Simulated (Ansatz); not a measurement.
Species: AlI2 (charge +1, singlet). It need not be the lowest isomer of its formula. SMILES: [I][Al+][I]
Coordinates optimised at B3LYP-D3(BJ)/def2-TZVP (Ansatz, a quantum-chemistry and plane-wave program):
```
Al
I 1 2.3695
I 1 2.3695 2 180.00
```
Charge +1, spin multiplicity 1.

Property: vertical electron affinity (to the doublet state of charge +0; a negative value means that the extra electron is unbound and the number depends on the basis; each state is the SCF solution reached for its spin), in eV. Valence correlation only, unless marked. UHF or UKS for open shells. Spin-orbit coupling is left out. Frozen are the shells of the preceding noble gas and the d and f shells that filled before the atom's block. Past Kr the def2 sets carry scalar-relativistic core potentials. 

```
level                 program  vertical electron affinity (eV)
--------------------  -------  -------------------------------
SVWN5/def2-TZVPD       Ansatz                             6.45
PBE/def2-TZVPD         Ansatz                             6.27
r2SCAN/def2-TZVPD      Ansatz                             6.27
B3LYP/def2-TZVPD       Ansatz                             6.29
PBE0/def2-TZVPD        Ansatz                             6.28
BHLYP/def2-TZVPD       Ansatz                             6.14
CAM-B3LYP/def2-TZVPD   Ansatz                             6.29
wB97M-V/def2-TZVPD     Ansatz                             6.23
wB97X-V/def2-TZVPD     Ansatz                             6.12
wB97X/def2-TZVPD       Ansatz                             6.09
CCSD/def2-SVPD         Ansatz                             5.93
CCSD/def2-TZVPPD       Ansatz                             5.95
CCSD(T)/def2-SVPD      Ansatz                             5.94
CCSD(T)/def2-TZVPPD    Ansatz                             6.00
```
